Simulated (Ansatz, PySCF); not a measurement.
Reaction (SMILES): Cl[SiH][SiH2]Cl -> Cl[SiH-][SiH2]Cl (an electron is taken up)
Structures are relaxed separately at B3LYP-D3(BJ)/def2-TZVP in Ansatz (a quantum-chemistry and plane-wave program), one conformer each, not searched for the lowest.
Geometry of the first species:
```
Si
H 1 1.4772
H 1 1.4806 2 109.62
Cl 1 2.0732 2 108.73 3 118.03
Si 1 2.3441 2 110.24 3 -125.15
H 5 1.4870 1 113.32 2 -175.15
Cl 5 2.0786 6 107.52 1 119.80
```
Charge 0, spin multiplicity 2.

Wanted: adiabatic electron affinity (0 K, with B3LYP-D3(BJ) harmonic zero-point energies from PySCF), positive where the reaction releases energy, in eV. Valence correlation only, unless marked. UHF or UKS for open shells. Spin-orbit coupling is left out. Non-relativistic. Anions need diffuse functions: aug- sets have them; def2-D sets add few; the other sets have none. CBS marks a two-point X^-3 extrapolation of the correlation energy; Hartree-Fock from the larger set.

```json
[
 {"level": "HF/cc-pwCVTZ", "program": "Ansatz", "adiabatic electron affinity (eV)": "1.23"},
 {"level": "HF/aug-cc-pV(Q+d)Z", "program": "Ansatz", "adiabatic electron affinity (eV)": "1.27"}
]
```

Q: Predict the CCSD(T)/CBS(aug-cc-pV(T+d)Z,aug-cc-pV(Q+d)Z) result (Ansatz).

A: 2.49 eV
